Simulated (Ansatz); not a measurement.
Cost and result for the atomization energy of Cl2F2GeH2SSi, SMILES `F[Si](F)(Cl)[S][GeH2][Cl]` (9 atoms, 8 bonds).

```xyz
9

F     1.641    2.469    0.914
Si    0.859    1.397    0.064
F     1.610    1.274   -1.314
Cl   -1.001    2.092   -0.318
S     0.904   -0.390    1.155
Ge   -0.770   -1.510    0.200
Cl   -0.483   -1.587   -1.923
H    -0.653   -2.927    0.763
H    -2.107   -0.818    0.459
```

Total charge 0; spin multiplicity 1. Correlated methods include outer-core shells of Ge, which these sets cover unevenly. Scalar relativity is left out up to krypton. The geometry is a stationary point of PBE0-D4/def2-TZVP. It is one conformer, not always the lowest. Program: Ansatz. All runs use 2 threads of an AMD EPYC 7R13 on a shared host and a share of an NVIDIA H100 80 GB. Times are those of one run each, without the atoms' runs, and a repeat can differ threefold. Electronic energies, without spin–orbit coupling; frozen cores. CCSD(T)/CBS adds CCSD(T) − MP2 in def2-TZVPP to the MP2 limit, and its time is that of the two runs behind it. T1 = 0.011. With those shells the extrapolation isn't a true limit. B3LYP takes the VWN-RPA correlation (the form of Gaussian; ORCA's B3LYP/G).

CCSD(T)/CBS is a level of theory with its own doubt, some kJ/mol a heavy atom from the limit and from the frozen cores, so smaller differences don't rank the functionals.

```
                             level  functions  wall time  atomization (kcal/mol)  difference from CCSD(T)/CBS  per bond
                PBE0-D4/def2-TZVPP        306        2 s                   744.9                         -9.8      -1.2
   PBE-D4/def2-TZVPP (with forces)        306      2.2 s                   758.5                          3.8       0.5
 B3LYP-D4/def2-TZVPP (with forces)        306      2.5 s                   737.0                        -17.7      -2.2
r2SCAN-D4/def2-TZVPP (with forces)        306      2.8 s                   756.9                          2.2       0.3
                 B2PLYP/def2-TZVPP        306      2.9 s                   733.1                        -21.6      -2.7
                ωB97X-V/def2-TZVPP        306        3 s                   756.2                          1.5       0.2
  ωB97M-V/def2-TZVPP (with forces)        306      3.7 s                   752.3                         -2.4      -0.3
                    MP2/def2-QZVPP        543        5 s                   774.1                         19.4       2.4
                CCSD(T)/def2-TZVPP        306      9.5 s                   729.5                        -25.2      -3.1
                 CCSD(T)/CBS(def2)          –       14 s                   754.7                          0.0       0.0
```

The D4 term adds +15.6 kcal/mol with B3LYP and +8.2 kcal/mol with PBE0; it sums over pairs of atoms, weighted by their polarisabilities, and B3LYP, whose exchange is more repulsive, gets the larger term. From PBE to PBE0 (25 % exact exchange), in def2-TZVPP and without D4, the atomization energy moves by −12.4 kcal/mol: exact exchange takes away binding that semilocal exchange gives to molecules. In def2-TZVPP, CCSD(T) changes the Hartree–Fock value by +185.3 kcal/mol (the triples alone add +15.5 kcal/mol) and MP2 by +214.8 kcal/mol; breaking electron pairs costs correlation energy, which Hartree–Fock lacks.
